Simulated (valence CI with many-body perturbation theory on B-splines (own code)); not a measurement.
# Lu⁶⁴⁺: electric-dipole lines

Level of theory: configuration interaction combined with many-body perturbation theory (CI+MBPT): five valence electrons over a frozen Dirac-Fock core [He], radial functions for each j: 11 s, 11 p, 10 d, 8 f, 5 g, 2 h, with the one-electron correlation potential Σ1, the two-electron term Σ2, the three-electron term Σ3, Breit, model QED; selected CI, second order for the rest, scaled by the run's own slope (own B-spline code, finite nucleus).

The last digits are not significant, and no measured levels were compared; by estimate large intervals hold to a few tenths of a per cent, small ones and those within an open d or f shell to about a per cent. Among the levels kept, up to 7400 cm⁻¹ of a level comes from second order outside the variational space, and about a tenth of that is noise between levels of different J, which matters for small intervals.

Lines 1 to 50 of 600 in falling wavelength, among levels below 11633 eV, chosen from the strongest by gf and those to the six lowest levels. Wavelengths and rates use the calculated energies. Electric multipoles are in the length gauge, E1 and E2 with the static RPA response of the core. Weak lines are less certain than strong ones. Lines between different terms over intervals too small for the method are left out, as are lines whose strength nearly cancels. The highest levels of a list are the least certain.

Levels are named by their leading jj configuration (3d3/2^4 stands for four electrons in 3d with j = 3/2), which in mixed levels can hold well under half, so a name can repeat and another be missing. Letters in brackets count levels of one name in rising energy.

| λ vac (nm) | Upper | Lower | A (s⁻¹) | log gf | Branch % |
| --- | --- | --- | --- | --- | --- |
| 34.53 | (2s^2 2p1/2^2 4f7/2) J=7/2 | (2s^2 2p1/2^2 4d5/2) J=5/2 | 1.25e+09 | -0.75 | 0.0 |
| 20.56 | (2s^2 2p1/2^2 4f5/2) J=5/2 | (2s^2 2p1/2^2 4d3/2) J=3/2 | 5.51e+09 | -0.68 | 0.0 |
| 16.30 | (2s^2 2p1/2^2 4d5/2) J=5/2 | (2s^2 2p1/2^2 4p3/2) J=3/2 | 1.85e+10 | -0.35 | 0.0 |
| 11.83 | (2s 2p1/2 2p3/2^2 3p1/2) J=7/2 | (2s 2p1/2 2p3/2^2 3s) J=7/2 | 5.49e+09 | -1.04 | 0.0 |
| 11.44 | (2s 2p1/2^2 2p3/2 3p1/2) J=3/2 [a] | (2s 2p1/2^2 2p3/2 3s) J=5/2 | 1.09e+10 | -1.07 | 0.0 |
| 10.75 | (2s^2 2p3/2^2 3p1/2) J=3/2 | (2s^2 2p3/2^2 3s) J=5/2 | 1.29e+10 | -1.05 | 0.3 |
| 9.090 | (2s^2 2p1/2 2p3/2 3p1/2) J=3/2 [b] | (2s^2 2p1/2 2p3/2 3s) J=5/2 | 1.75e+10 | -1.06 | 0.5 |
| 8.884 | (2s 2p1/2 2p3/2^2 3p1/2) J=5/2 [b] | (2s 2p1/2 2p3/2^2 3s) J=7/2 | 2.05e+10 | -0.84 | 0.0 |
| 7.253 | (2s 2p1/2 2p3/2^2 3d5/2) J=7/2 [a] | (2s 2p1/2 2p3/2^2 3p3/2) J=5/2 [b] | 1.88e+10 | -0.93 | 0.0 |
| 7.164 | (2s^2 2p3/2^2 3d5/2) J=5/2 [a] | (2s^2 2p3/2^2 3p3/2) J=3/2 [a] | 2.41e+10 | -0.95 | 0.0 |
| 7.056 | (2s 2p1/2 2p3/2^2 3d5/2) J=5/2 [f] | (2s 2p1/2 2p3/2^2 3p3/2) J=3/2 [f] | 3.41e+10 | -0.82 | 0.0 |
| 7.044 | (2s 2p1/2^2 2p3/2 3d5/2) J=5/2 [a] | (2s 2p1/2^2 2p3/2 3p3/2) J=5/2 [a] | 1.93e+10 | -1.07 | 0.0 |
| 7.017 | (2s 2p1/2 2p3/2^2 3d5/2) J=7/2 [b] | (2s 2p1/2 2p3/2^2 3p3/2) J=5/2 [c] | 2.54e+10 | -0.82 | 0.0 |
| 6.945 | (2s 2p1/2^2 2p3/2 3d5/2) J=9/2 | (2s 2p1/2^2 2p3/2 3p3/2) J=7/2 | 5.82e+10 | -0.38 | 43.6 |
| 6.930 | (2s 2p1/2 2p3/2^2 3d5/2) J=7/2 [e] | (2s 2p1/2 2p3/2^2 3p3/2) J=5/2 [f] | 4.70e+10 | -0.57 | 0.0 |
| 6.903 | (2s^2 2p1/2^2 4d3/2) J=3/2 | (2s^2 2p1/2^2 4p1/2) J=1/2 | 1.98e+11 | -0.25 | 0.1 |
| 6.894 | (2s 2p1/2 2p3/2^2 3d5/2) J=5/2 [a] | (2s 2p1/2 2p3/2^2 3p3/2) J=3/2 [a] | 2.00e+10 | -1.07 | 0.0 |
| 6.885 | (2s 2p1/2 2p3/2^2 3d5/2) J=11/2 | (2s 2p1/2 2p3/2^2 3p3/2) J=9/2 | 5.92e+10 | -0.30 | 3.5 |
| 6.872 | (2s 2p1/2 2p3/2^2 3d5/2) J=9/2 [a] | (2s 2p1/2 2p3/2^2 3p3/2) J=7/2 [a] | 5.64e+10 | -0.40 | 2.4 |
| 6.871 | (2s 2p1/2^2 2p3/2 3d5/2) J=3/2 [b] | (2s 2p1/2^2 2p3/2 3p3/2) J=1/2 [b] | 4.09e+10 | -0.94 | 0.0 |
| 6.830 | (2s^2 2p3/2^2 3d5/2) J=7/2 | (2s^2 2p3/2^2 3p3/2) J=5/2 | 3.85e+10 | -0.67 | 1.5 |
| 6.829 | (2s^2 2p1/2 2p3/2 3d5/2) J=7/2 [a] | (2s^2 2p1/2 2p3/2 3p3/2) J=5/2 [a] | 4.97e+10 | -0.56 | 0.2 |
| 6.825 | (2s 2p1/2 2p3/2^2 3d5/2) J=7/2 [c] | (2s 2p1/2 2p3/2^2 3p3/2) J=5/2 [d] | 5.05e+10 | -0.55 | 0.1 |
| 6.815 | (2s 2p1/2 2p3/2^2 3d5/2) J=9/2 [b] | (2s 2p1/2 2p3/2^2 3p3/2) J=7/2 [b] | 4.62e+10 | -0.49 | 1.0 |
| 6.793 | (2s^2 2p1/2 2p3/2 3d5/2) J=5/2 [b] | (2s^2 2p1/2 2p3/2 3p3/2) J=3/2 [b] | 2.99e+10 | -0.91 | 0.0 |
| 6.785 | (2s 2p1/2^2 2p3/2 3d5/2) J=7/2 [a] | (2s 2p1/2^2 2p3/2 3p3/2) J=5/2 [a] | 5.04e+10 | -0.56 | 0.0 |
| 6.784 | (2s^2 2p3/2^2 3d5/2) J=9/2 | (2s^2 2p3/2^2 3p3/2) J=7/2 | 5.10e+10 | -0.45 | 26.6 |
| 6.782 | (2s 2p1/2 2p3/2^2 3d5/2) J=5/2 [d] | (2s 2p1/2 2p3/2^2 3p3/2) J=3/2 [d] | 4.22e+10 | -0.76 | 0.0 |
| 6.778 | (2s 2p1/2 2p3/2^2 3d5/2) J=3/2 [d] | (2s 2p1/2 2p3/2^2 3p3/2) J=1/2 [c] | 3.52e+10 | -1.01 | 0.0 |
| 6.760 | (2s 2p1/2^2 2p3/2 3d5/2) J=5/2 [b] | (2s 2p1/2^2 2p3/2 3p3/2) J=3/2 [b] | 5.14e+10 | -0.67 | 0.0 |
| 6.758 | (2s^2 2p1/2 2p3/2 3d5/2) J=7/2 [b] | (2s^2 2p1/2 2p3/2 3p3/2) J=5/2 [b] | 4.65e+10 | -0.59 | 0.0 |
| 6.757 | (2s^2 2p3/2^2 3d5/2) J=5/2 [b] | (2s^2 2p3/2^2 3p3/2) J=3/2 [b] | 4.96e+10 | -0.69 | 0.0 |
| 6.749 | (2s 2p1/2 2p3/2^2 3d5/2) J=9/2 [b] | (2s 2p1/2 2p3/2^2 3p3/2) J=9/2 | 1.30e+10 | -1.05 | 0.3 |
| 6.729 | (2s 2p1/2 2p3/2^2 3d5/2) J=7/2 [d] | (2s 2p1/2 2p3/2^2 3p3/2) J=5/2 [e] | 4.89e+10 | -0.58 | 0.1 |
| 6.698 | (2s 2p1/2^2 2p3/2 3d5/2) J=7/2 [b] | (2s 2p1/2^2 2p3/2 3p3/2) J=5/2 [b] | 6.24e+10 | -0.47 | 0.0 |
| 6.663 | (2s^2 2p1/2 2p3/2 3d5/2) J=9/2 | (2s^2 2p1/2 2p3/2 3p3/2) J=7/2 | 6.10e+10 | -0.39 | 48.8 |
| 6.660 | (2s^2 2p1/2^2 4p3/2) J=3/2 | (2s^2 2p1/2^2 4s) J=1/2 | 2.60e+11 | -0.16 | 0.5 |
| 6.646 | (2s 2p1/2 2p3/2^2 3d5/2) J=5/2 [c] | (2s 2p1/2 2p3/2^2 3p3/2) J=3/2 [c] | 5.92e+10 | -0.63 | 0.0 |
| 6.630 | (2s^2 2p1/2^2 3d5/2) J=5/2 | (2s^2 2p1/2^2 3p3/2) J=3/2 | 6.26e+10 | -0.61 | 0.0 |
| 6.624 | (2s 2p1/2 2p3/2^2 3d5/2) J=9/2 [c] | (2s 2p1/2 2p3/2^2 3p3/2) J=7/2 [c] | 6.38e+10 | -0.38 | 0.3 |
| 6.595 | (2s 2p1/2 2p3/2^2 3d5/2) J=5/2 [b] | (2s 2p1/2 2p3/2^2 3p3/2) J=5/2 [c] | 2.74e+10 | -0.97 | 0.0 |
| 6.556 | (2s 2p1/2 2p3/2^2 3d5/2) J=5/2 [e] | (2s 2p1/2 2p3/2^2 3p3/2) J=3/2 [e] | 4.61e+10 | -0.75 | 0.0 |
| 6.412 | (2s 2p1/2^2 2p3/2 3d5/2) J=5/2 [a] | (2s 2p1/2^2 2p3/2 3p3/2) J=3/2 [a] | 4.19e+10 | -0.81 | 0.0 |
| 6.403 | (2s^2 2p1/2 2p3/2 3d5/2) J=5/2 [a] | (2s^2 2p1/2 2p3/2 3p3/2) J=3/2 [a] | 4.65e+10 | -0.77 | 0.0 |
| 6.390 | (2s 2p1/2 2p3/2^2 3d5/2) J=7/2 [a] | (2s 2p1/2 2p3/2^2 3p3/2) J=5/2 [a] | 2.83e+10 | -0.86 | 0.1 |
| 6.357 | (2s^2 2p1/2 2p3/2 3d5/2) J=3/2 [a] | (2s^2 2p1/2 2p3/2 3p3/2) J=1/2 [a] | 3.77e+10 | -1.04 | 0.0 |
| 6.005 | (2s 2p1/2 2p3/2^2 3d5/2) J=3/2 [c] | (2s 2p1/2 2p3/2^2 3p3/2) J=1/2 [b] | 4.25e+10 | -1.04 | 0.0 |
| 5.764 | (2s 2p1/2 2p3/2^2 3d5/2) J=7/2 [b] | (2s 2p1/2 2p3/2^2 3p3/2) J=7/2 [b] | 3.35e+10 | -0.87 | 0.0 |
| 5.602 | (2s^2 2p3/2^2 3d5/2) J=5/2 [a] | (2s^2 2p3/2^2 3p3/2) J=5/2 | 3.21e+10 | -1.04 | 0.0 |
| 4.688 | (2s 2p1/2 2p3/2^2 3p3/2) J=9/2 | (2s^2 2p3/2^2 3p3/2) J=7/2 | 4.76e+10 | -0.80 | 1.1 |
